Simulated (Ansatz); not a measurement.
Basis-set extrapolation for `FC1=C[NH][AlH][O]1` (PBE0-D4/def2-TZVP geometry, frozen core, Ansatz). Multiplicity 1, RHF reference.

```
                      def2-TZVPP   def2-QZVPP
                 HF  -548.332176  -548.353441
    MP2 correlation    -1.067595    -1.151185
CCSD(T) correlation    -1.129593      not run
```

Energies in hartree. Use E(X) = E(∞) + A·exp(−7.88·√X) for Hartree–Fock and E(X) = E(∞) + B·X^(−2.97) for correlation, with X = 3 and 4, and add CCSD(T) minus MP2 of the smaller set to the MP2 limit.

Problem. What is the CCSD(T) energy at the basis-set limit?

Solution. HF limit: -548.353441 + (-0.021265) × 0.13774 = -548.35637. MP2 limit: -1.151185 + (-0.083590) × 0.74074 = -1.21310. Higher-order term: -1.129593 − (-1.067595) = -0.06200. Total: -549.63147 hartree, 106.5 kcal/mol below CCSD(T)/def2-TZVPP.
